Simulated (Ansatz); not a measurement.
Abridged output of a molecular run in Ansatz:

```
Functional definition: HF
1092 factors; integrals over basis functions are off by at most 1.2e-3 eV
mean field evaluation 1: about -5282.2456 eV, gradient 3.5e1 eV
mean field evaluation 2: about -5282.2512 eV, gradient 3.5e1 eV
mean field evaluation 4: about -5285.0154 eV, gradient 3.9e0 eV
mean field evaluation 8: about -5285.0649 eV, gradient 1.3e-1 eV
mean field evaluation 16: about -5285.0546 eV, gradient 1.3e0 eV
mean field -5285.06495729 eV, -194.2225548348 hartree, gradient 3.0e-6 eV, S^2 0.000000; 0 other end points of the search recorded, 0 dependent functions left out
4 core orbitals not correlated: weight in the atoms' cores, before any rotation towards them, 1.000 or more for the frozen orbitals, at most 0.000 for the correlated occupied ones
reference -5285.06495729 eV, -194.2225548348 hartree; 11, 11 occupied and 165, 165 virtual orbitals, 1092 factors
second order -19.20156048 eV of doubles, -0.00000000 eV of singles
cycle   1  -19.16086963 eV  change    4.1e-2 eV  update   1.0e-1
cycle   2  -19.65781277 eV  change   -5.0e-1 eV  update   3.0e-2
cycle   3  -19.77357849 eV  change   -1.2e-1 eV  update   1.6e-2
cycle   4  -19.75841250 eV  change    1.5e-2 eV  update   4.0e-3
cycle   5  -19.75814225 eV  change    2.7e-4 eV  update   1.7e-3
cycle   6  -19.75850954 eV  change   -3.7e-4 eV  update   4.6e-4
cycle   7  -19.75813555 eV  change    3.7e-4 eV  update   1.7e-4
cycle   8  -19.75811379 eV  change    2.2e-5 eV  update   7.6e-5
cycle   9  -19.75815574 eV  change   -4.2e-5 eV  update   2.7e-5
cycle  10  -19.75814312 eV  change    1.3e-5 eV  update   1.2e-5
perturbative correction -0.85261593 eV, -0.0313330575 hartree
Total energy: -5305.67571634 eV, -194.9799862594 hartree
```

Its atoms:

Cartesian coordinates in Å:
```
B -0.6229 -0.9369 0.4552
C 0.1509 0.3998 0.2587
N 0.1089 -0.1969 -0.8561
O 0.6655 1.5355 0.6612
H -0.0343 -1.8834 0.8958
H -1.8212 -0.9155 0.4445
H 0.4533 0.0032 -1.7857
H 1.0999 1.9942 -0.0736
```

**Question.** Which basis set was used?
A. def2-QZVPP
B. def2-SVPD
C. def2-SVP
D. def2-TZVPP

**Answer.** D. It gives 180 functions.

**Question.** Write the keys of the input that set method, charge and spin (a neutral closed shell needs none for the last two).

**Answer.** 
```yaml
correlation: {method: ccsd_t}
```
